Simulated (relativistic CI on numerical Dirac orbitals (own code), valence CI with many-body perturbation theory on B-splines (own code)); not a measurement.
**In I: a short configuration list, a large CI and many-body theory against measured levels**

Six calculations, all with the Dirac-Coulomb Hamiltonian. A to C use 15 configurations on KLI orbitals optimised for each, with Breit and QED terms: A ab initio, B with Slater integrals scaled by 0.85, C with the P86 correlation functional added as well. Their list is 5s2 5p, 5s2 6s, 5s2 6p, 5s2 5d, 5s 5p2, 5s2 7s, 5s2 6d, 5s2 7p, 5s2 4f, 5s2 7d, 5s2 5f, 5s2 6f, 5s2 7f, 5p3, 5s 5p 5d. D to F correlate the 3 valence electrons outside the frozen Dirac-Fock core [Kr] 4d10 of the bare core ion, in 81 B-spline orbitals (45,837 selected states over all symmetries, the rest in second order). F holds the one-electron core-valence potential Σ₁, the screening Σ₂ of the valence interaction, a three-electron term, Breit and QED; D (none of these) and E (Σ₁ alone) are solved again in the space of F. The core's calculated polarisability is 3.22 bohr³.

Computed minus measured energy above the ground level, in cm⁻¹, for 7 of the 10 excited levels that pair with a measured one in all six and keep their character from D to F (pairs that miss by over 12,000 cm⁻¹ in F, or 15,000 in both A and B, are taken as false; terms as labelled in the source; one J of a term):

| Configuration | Term | J | Measured | A | B | C | D | E | F |
| --- | --- | --- | --- | --- | --- | --- | --- | --- | --- |
| 5s2 5p | 2P° | 3/2 | 2213 | -369 | -296 | -290 | -334 | 68 | 1 |
| 5s2 6s | 2S | 1/2 | 24373 | 1499 | 530 | 3485 | -1258 | 2024 | 160 |
| 5s2 6p | 2P° | 1/2 | 31817 | 576 | -379 | 3242 | -1527 | 1908 | 55 |
| 5s2 5d | 2D | 5/2 | 32916 | 169 | -497 | 2890 | -2250 | 1442 | 8 |
| 5s 5p2 | 4P | 1/2 | 34978 | -7308 | -5846 | -4834 | -5232 | -2309 | -460 |
| 5s2 7s | 2S | 1/2 | 36302 | 292 | -687 | 3748 | -1609 | 2075 | 0 |
| 5s2 6d | 2D | 3/2 | 39049 | -179 | -1037 | 3359 | -2082 | 1720 | 0 |

Mean absolute errors, in cm⁻¹:

```tsv
Levels	A	B	C	D	E	F
all, 10	1849	1676	3344	2340	1727	119
```

Measured levels: NIST Handbook of Basic Atomic Spectroscopic Data (Sansonetti and Martin, J. Phys. Chem. Ref. Data 34, 1559 (2005)). The scale of B and the settings of D to F were settled with such spectra in view, so this is no blind test.

From closest to farthest the columns rank F (119), B (1676), E (1727), A (1849), D (2340), C (3344). The configuration that the core terms move most is 5s 5p2: its mean error is -5354 in D, and Σ₁, Σ₂, the three-electron term, and Breit with QED change it by +3156, +1859, -5 and -111, to -455 in F. In A 5s 5p2 lies too low on average. The largest residue of F is in 5s 5p2 (455). The run behind D to F took about 2 min of CPU with its rates, the short lists 3 s (one thread, shared hosts). The ionisation energy is 5.566 eV in D, 6.044 in E and 5.790 in F, against 5.786 eV in NIST ASD (measured).
